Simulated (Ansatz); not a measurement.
Computed with Ansatz on PBE0-D4/def2-TZVP structures; ΔE is electronic, products minus reactants. CBS: MP2 limit from def2 TZ/QZ plus the TZ coupled-cluster correction, frozen cores. This one scheme is used for every species. For Br outer-core shells are correlated without core-valence functions, which leaves a few kJ/mol of doubt a bond. Scalar relativity is left out up to krypton. Each species was taken in one conformer, which may not be the lowest.

Reaction (redistribution): `[F][AlH][SH]` + `COB(N)Br` → `C[O][AlH][SH]` + `NB(F)Br`

```json
{"level": "HF/def2-QZVPP", "ΔE (kJ/mol)": "36.6"}
{"level": "HF/CBS(def2)", "ΔE (kJ/mol)": "36.8"}
```

(1) What does CCSD(T)/CBS give? (An estimate is asked.)

Largest T1 diagnostic among the species: 0.012.

Results:

(1) Computed: +45.0 kJ/mol. The listed levels differ from it by -8.4, -8.2 kJ/mol.

In def2-TZVPP, CCSD(T) changes the Hartree–Fock value by +5.5 kJ/mol (the triples alone add +0.7 kJ/mol) and MP2 by +8.5 kJ/mol.
